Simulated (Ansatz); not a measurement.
Total energies of Ga₇P₈H₂₆⁺, a nanocrystal cut from zinc blende GaP (hydrogen-capped) from Ansatz at PBE0-D4/def2-SVP, gas phase (1 Eh = 27.2114 eV = 2625.5 kJ/mol). The reference geometry is relaxed at r2SCAN-D4/def2-SVP.

```xyz
41

Ga    4.2120    2.4642   -1.5917
Ga    0.0943    3.8609   -1.7172
Ga    1.1381    1.1775    1.3118
Ga   -2.2768   -0.5103    0.5492
Ga    0.4564   -0.3582   -2.3831
Ga   -0.6943   -2.9110    3.5412
Ga   -1.5355   -4.4852   -0.3683
P     3.3518    1.3783    0.4242
P     0.0683    3.2129    0.5911
P    -2.2309   -1.1553    2.8409
P     2.4402    4.0784   -2.0752
P    -0.5216    1.8433   -2.8144
P     0.0216   -0.4073   -0.0178
P    -2.9558   -2.5130   -0.5382
P    -1.4627   -4.6367    2.0420
H     5.4292    3.3120   -1.1236
H     4.1247    1.4140   -2.7324
H    -0.7575    5.1193   -2.0344
H     1.0810    1.0269    2.8596
H    -3.0617    0.7941    0.2043
H     1.9844   -0.1655   -2.6200
H    -0.4881   -1.3755   -3.0930
H    -1.0247   -3.2817    5.0142
H     0.6872   -2.4271    2.9913
H    -0.1303   -3.9696   -0.8131
H    -2.3193   -5.6926   -0.9541
H     4.1390    1.8198    1.5205
H     3.8037    0.0334    0.3747
H     0.5373    4.3113    1.3591
H    -1.2799    3.1900    1.0347
H    -1.9692    0.0243    3.5872
H    -3.5659   -1.3881    3.2684
H     2.7563    5.3342   -1.4920
H     2.5696    4.4498   -3.4395
H    -0.4210    2.1442   -4.1986
H    -1.9375    1.8022   -2.7132
H     0.5449   -1.6447    0.4494
H    -3.1446   -2.1811   -1.9054
H    -4.3072   -2.7729   -0.1843
H    -0.6554   -5.7702    2.3260
H    -2.7002   -5.1448    2.5197
```

```
           state                       geometry   energy (Eh)
charge 1 singlet                      reference  -16215.15754
charge 2 doublet                      reference  -16214.73761
charge 2 doublet  relaxed at r2SCAN-D4/def2-SVP  -16214.75826
charge 0 doublet                      reference  -16215.25974
```

Single mean-field runs in def2-SVP are fitted with def2-universal-jkfit.

Question: Work out the vertical ionisation energy to the doublet.

Answer: E(charge 2 doublet) − E(charge 1 singlet) = -16214.73761 − (-16215.15754) = 0.41993 Eh = 11.43 eV. For comparison, −ε of the highest occupied level is 10.17 eV at this level, 1.26 eV less.

Question: Work out the vertical electron affinity, to the doublet.

Answer: E(charge 1 singlet) − E(charge 0 doublet) = -16215.15754 − (-16215.25974) = 0.10220 Eh = 2.78 eV.

Question: Give the fundamental gap IE − EA, the Mulliken electronegativity (IE + EA)/2 and the hardness (IE − EA)/2.

Answer: From the values in Eh: IE − EA = 0.41993 − 0.10220 = 0.31773 Eh = 8.65 eV; (IE + EA)/2 = 7.10 eV; (IE − EA)/2 = 4.32 eV. The HOMO–LUMO gap of the same run is 6.38 eV, 2.27 eV smaller than the fundamental gap.

Question: How much does the charge 2 doublet relax, and what is the adiabatic ionisation energy?

Answer: Relaxation: -16214.73761 − (-16214.75826) = 0.02065 Eh = 0.56 eV. Adiabatic ionisation energy: 0.39928 Eh = 10.86 eV, without zero-point energy.
